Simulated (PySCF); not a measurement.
**Stretching SnF**

Set-up: Sn cc-pVTZ-PP with ECP28, F cc-pVTZ; scalar-relativistic core potentials (PySCF 2.14). Energies in eV from Sn + F in their ground configurations at the same level. State: ²Π (doublet), unpaired electrons π ↑.

All columns are PBE0. A positive dipole means Sn(−)F(+).

| R (Å) | E (eV) | μ (D) | Mulliken charge on Sn (basis-dependent) | HOMO (eV) | LUMO (eV) | Mayer bond order | ⟨S²⟩ |
| --- | --- | --- | --- | --- | --- | --- | --- |
| 1.689 | -3.612 | -0.95 | 0.33 | -4.40 | -2.56 | 1.09 | 0.75 |
| 1.768 | -4.299 | -1.44 | 0.36 | -4.53 | -2.68 | 1.05 | 0.75 |
| 1.846 | -4.662 | -1.93 | 0.39 | -4.66 | -2.81 | 1.01 | 0.75 |
| 1.905 | -4.784 | -2.30 | 0.41 | -4.76 | -2.90 | 0.98 | 0.75 |
| 1.964 | -4.814 | -2.66 | 0.44 | -4.86 | -2.99 | 0.96 | 0.75 |
| 2.023 | -4.773 | -3.01 | 0.46 | -4.95 | -3.08 | 0.93 | 0.75 |
| 2.102 | -4.643 | -3.48 | 0.48 | -5.07 | -3.20 | 0.90 | 0.75 |
| 2.200 | -4.398 | -4.05 | 0.50 | -5.22 | -3.34 | 0.87 | 0.75 |
| 2.317 | -4.039 | -4.70 | 0.52 | -5.40 | -3.51 | 0.84 | 0.75 |
| 2.475 | -3.518 | -5.52 | 0.54 | -5.61 | -3.72 | 0.80 | 0.75 |

A fit through these points gives, at Re = 1.957 Å, μ = -2.61 D and dμ/dR = -6.10 D/Å; the reduced mass is 16.4 u.

Task: How strong is the fundamental in the double-harmonic approximation, I = 42.26·(dμ/dR)²/μred km/mol?

Result: I = 42.26·(-6.10)²/16.4 = 95.9 km/mol at PBE0.

These are scalar-relativistic numbers at best; spin–orbit coupling would shift them, the dissociation energy most. The state is the lowest determinant that a PBE0 search found; another state may lie lower at other levels.
